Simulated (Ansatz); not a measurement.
CH4BClO2. Charge 0, multiplicity 1. The bonds changed during the relaxation, so this is another structure than the one it started from. The structure was optimised at the PBE0-D4/def2-TZVP level. It is one conformer, not always the lowest.

```xyz
9

B     0.045   -0.858   -0.963
C     0.182    0.183    0.231
O     0.305    1.452   -0.009
O     0.105   -0.213    1.465
Cl   -1.848   -0.705   -1.047
H     0.374   -1.956   -0.608
H     0.558   -0.428   -1.960
H     0.230    2.024    0.771
H     0.047    0.500    2.119
```

**Question.** What is the dipole moment at ωB97M-V/def2-TZVPP? (Best estimate.)

**Answer.** The calculation gave: 7.89 D, with components (2.23, 4.86, 5.80) D in this frame, pointing from negative to positive charge.

**Question.** And with PBE, r2SCAN, B3LYP? (An estimate is asked.)

**Answer.** Computed: PBE 7.45 D, r2SCAN 7.62 D, B3LYP 7.67 D.

**Question.** Give the Mulliken charges with ωB97M-V, r2SCAN, B3LYP in def2-TZVPP. (An estimate is asked.)

**Answer.** Ansatz gave: 
```json
{"atom": "B1", "ωB97M-V": "-0.30", "r2SCAN": "-0.07", "B3LYP": "-0.14"}
{"atom": "C2", "ωB97M-V": "0.40", "r2SCAN": "0.37", "B3LYP": "0.38"}
{"atom": "O3", "ωB97M-V": "-0.13", "r2SCAN": "-0.16", "B3LYP": "-0.14"}
{"atom": "O4", "ωB97M-V": "-0.13", "r2SCAN": "-0.16", "B3LYP": "-0.14"}
{"atom": "Cl5", "ωB97M-V": "-0.26", "r2SCAN": "-0.29", "B3LYP": "-0.30"}
{"atom": "H6", "ωB97M-V": "0.04", "r2SCAN": "-0.04", "B3LYP": "-0.01"}
{"atom": "H7", "ωB97M-V": "0.04", "r2SCAN": "-0.04", "B3LYP": "-0.01"}
{"atom": "H8", "ωB97M-V": "0.17", "r2SCAN": "0.19", "B3LYP": "0.18"}
{"atom": "H9", "ωB97M-V": "0.17", "r2SCAN": "0.19", "B3LYP": "0.18"}
```

B3LYP here is the variant with VWN-RPA as its local correlation; programs differ in this.
